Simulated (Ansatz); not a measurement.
Born–Oppenheimer molecular dynamics of AlClH$_{3}$NO (7 atoms, charge 0, multiplicity 1). It goes on from the last frame of an earlier run, with new velocities.

Method: RKS r2SCANh-D4/STO-3G (Ansatz).

- ensemble: NVE (velocity Verlet)
- time step: 1 fs
- steps asked: 166
- starting velocities drawn for: 1500 K
- seed: 971825

First frame:

```xyz
7
Properties=species:S:1:pos:R:3
Al -0.074 -0.008 0.022
O 0.021 -0.215 1.706
H -0.682 -0.918 1.953
Cl 1.684 0.359 -1.042
N -1.517 0.058 -0.888
H -2.456 -0.360 -0.604
H -1.442 0.093 -1.872
```

How far do the bonds stretch over the last three quarters of this one trajectory? (Pairs bonded in most of those frames.)


| bond | mean (Å) | spread (Å) | shortest | longest |
| --- | --- | --- | --- | --- |
| Al1–O2 | 1.697 | 0.043 | 1.62 | 1.80 |
| Al1–Cl4 | 2.082 | 0.064 | 1.99 | 2.19 |
| Al1–N5 | 1.726 | 0.029 | 1.68 | 1.78 |
| O2–H3 | 1.023 | 0.038 | 0.96 | 1.08 |
| N5–H6 | 1.055 | 0.088 | 0.90 | 1.21 |
| N5–H7 | 1.050 | 0.076 | 0.91 | 1.22 |

Mean temperature of the second half: 902 K. The conserved energy wandered by up to 17.7 meV per atom (net 11.2 meV per atom), which is poor conservation. A run of 0.17 ps of so small a system gives no equilibrium averages. Limits of this set-up: minimal basis.

The run took 6.4 min on 1 thread of Arm Neoverse V1, with other jobs on the host, peak memory 0.11 GiB.
